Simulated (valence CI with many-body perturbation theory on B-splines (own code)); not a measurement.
**Forbidden lines of Tb15+**

Level of theory: relativistic CI+MBPT: four valence electrons over a frozen Dirac-Fock core [Kr] 4d10, a basis of 7 s, 7 p, 7 d, 7 f, 4 g, 2 h functions for each j, with the one-electron correlation potential Σ1 (screened to all orders), the two-electron term Σ2, the three-electron term Σ3, Breit, model QED; selected single and double excitations, second order for the rest, scaled by the run's own slope (own B-spline code, finite nucleus).

No measured spectrum was set against this ion. As an estimate, terms of the open shell hold to a few per cent of their energy, and close levels can change places; configurations with another count of f electrons can be misplaced by thousands of cm⁻¹.

Lines 1 to 50 of 118 in falling wavelength, among levels below 181610 cm⁻¹, chosen from the decays that carry over 1 % of a level's rate. Wavelengths and rates use the calculated energies, so an error of 2000 cm⁻¹ moves a line at 3840 nm by 77 % and its rate by three times that or more. S is in atomic units (e²a₀⁴ for E2 and M2, e²a₀⁶ for E3), for M1 in squared Bohr magnetons. Weak lines are less certain than strong ones. Lines between different terms over intervals too small for the method are left out, as are lines whose strength nearly cancels. Where a level lies close to another of its J and parity, the split of strength between their lines is uncertain. Intervals below about 2000 cm⁻¹, as at the head of this list, are uncertain by tens of per cent.

Names give the largest LS component (configuration and term), which can be under half, so a name can repeat, a term be missing and a line seem to break the LS rules; names also repeat where a configuration has a term twice. Letters in brackets count levels of one name in rising energy.

```tsv
λ vac (nm)	Upper	Lower	Type	A (s⁻¹)	S (a.u.)
15280	4f⁴ ⁵F_2	4f⁴ ⁵F_1	M1	1.58e-02	1.05e+01
10110	4f⁴ ⁵G_3	4f⁴ ⁵G_2	M1	3.84e-02	1.03e+01
6735	4f⁴ ⁵F_4	4f⁴ ⁵F_3	M1	1.26e-01	1.29e+01
4485	4f⁴ ⁵F_3	4f⁴ ⁵F_2	M1	6.50e-01	1.52e+01
3905	4f⁴ ³K_7 [a]	4f⁴ ³K_6 [a]	M1	3.35e-01	1.11e+01
3840	4f⁴ ³P_1 [a]	4f⁴ ³D_2 [a]	M1	4.55e-01	2.87e+00
3203	4f⁴ ³K_8 [a]	4f⁴ ³K_7 [a]	M1	5.85e-01	1.21e+01
3102	4f⁴ ³P_0 [a]	4f⁴ ³P_1 [a]	M1	9.76e-01	1.08e+00
3045	4f³5s ⁵I°_5	4f³5s ⁵I°_4	M1	2.06e+00	2.37e+01
2907	4f⁴ ⁵S_2	4f⁴ ⁵F_2	M1	1.13e-01	5.13e-01
2743	4f⁴ ⁵F_5	4f⁴ ⁵F_4	M1	1.35e+00	1.13e+01
2677	4f⁴ ³H_6 [a]	4f⁴ ⁵G_6	M1	4.21e-01	3.89e+00
2677	4f⁴ ⁵I_5	4f⁴ ⁵I_4	M1	3.13e+00	2.45e+01
2629	4f⁴ ⁵I_8	4f⁴ ⁵I_7	M1	2.14e+00	2.45e+01
2585	4f⁴ ⁵I_6	4f⁴ ⁵I_5	M1	4.37e+00	3.64e+01
2584	4f⁴ ⁵I_7	4f⁴ ⁵I_6	M1	3.80e+00	3.65e+01
2443	4f⁴ ⁵S_2	4f⁴ ⁵F_1	M1	9.66e-02	2.61e-01
2345	4f³5s ⁵I°_6	4f³5s ⁵I°_5	M1	5.73e+00	3.56e+01
2331	4f⁴ ⁵G_5	4f⁴ ⁵G_4	M1	3.71e+00	1.92e+01
2321	4f⁴ ³H_4 [a]	4f⁴ ⁵F_4	M1	1.46e+00	6.10e+00
2262	4f⁴ ³H_6 [a]	4f⁴ ⁵G_5	M1	2.34e+00	1.31e+01
2002	4f⁴ ⁵G_2	4f⁴ ⁵S_2	M1	5.78e-02	8.59e-02
1975	4f⁴ ⁵G_4	4f⁴ ⁵G_3	M1	5.42e+00	1.39e+01
1888	4f⁴ ⁵G_5	4f⁴ ³H_5 [a]	M1	1.16e+00	3.19e+00
1832	4f⁴ ³H_5 [a]	4f⁴ ³H_4 [a]	M1	4.57e+00	1.15e+01
1751	4f⁴ ⁵G_3	4f⁴ ⁵F_4	M1	7.75e-01	1.08e+00
1726	4f⁴ ³H_4 [a]	4f⁴ ⁵F_3	M1	2.59e+00	4.45e+00
1672	4f⁴ ⁵G_6	4f⁴ ³H_5 [a]	M1	4.24e+00	9.55e+00
1647	4f⁴ ¹D_2 [a]	4f⁴ ³D_2 [a]	M1	5.74e-01	4.75e-01
1634	4f⁴ ³H_5 [a]	4f⁴ ⁵F_5	M1	1.48e+00	2.63e+00
1623	4f⁴ ³D_3 [a]	4f⁴ ³D_2 [a]	M1	2.83e+00	3.13e+00
1611	4f⁴ ⁵G_2	4f⁴ ⁵F_3	M1	3.49e-01	2.71e-01
1547	4f⁴ ⁵G_4	4f⁴ ³H_4 [a]	M1	2.04e+00	2.51e+00
1519	4f⁴ ³G_4 [a]	4f⁴ ³G_3 [a]	M1	6.32e+00	7.38e+00
1466	4f⁴ ³G_3 [a]	4f⁴ ⁵G_3	M1	4.95e-01	4.04e-01
1390	4f⁴ ⁵G_3	4f⁴ ⁵F_3	M1	2.82e-01	1.96e-01
1285	4f⁴ ³D_2 [a]	4f⁴ ⁵G_3	M1	6.61e-01	2.60e-01
1280	4f⁴ ³G_3 [a]	4f⁴ ⁵G_2	M1	8.79e+00	4.79e+00
1216	4f⁴ ³G_3 [a]	4f⁴ ³H_4 [a]	M1	2.83e-01	1.32e-01
1198	4f⁴ ³G_4 [a]	4f⁴ ⁵G_4	M1	1.67e+00	9.60e-01
1186	4f⁴ ⁵G_2	4f⁴ ⁵F_2	M1	4.04e-01	1.25e-01
1141	4f⁴ ³D_2 [a]	4f⁴ ⁵G_2	M1	1.48e+00	4.07e-01
1126	4f⁴ ³D_3 [a]	4f⁴ ⁵G_4	M1	6.54e-01	2.42e-01
1100	4f⁴ ⁵G_2	4f⁴ ⁵F_1	M1	7.56e-01	1.87e-01
1069	4f⁴ ³G_4 [a]	4f⁴ ³H_5 [a]	M1	2.46e+00	1.01e+00
1061	4f⁴ ⁵G_3	4f⁴ ⁵F_2	M1	1.54e+00	4.76e-01
1059	4f⁴ ³L_8	4f⁴ ³K_8 [a]	M1	7.95e+00	5.95e+00
1029	4f⁴ ³H_6 [a]	4f⁴ ³H_5 [a]	M1	3.99e-01	2.10e-01
1024	4f⁴ ³H_5 [a]	4f⁴ ⁵F_4	M1	5.21e-01	2.28e-01
975.4	4f⁴ ¹L_8 [a]	4f⁴ ³K_8 [a]	M1	3.17e+00	1.86e+00
```
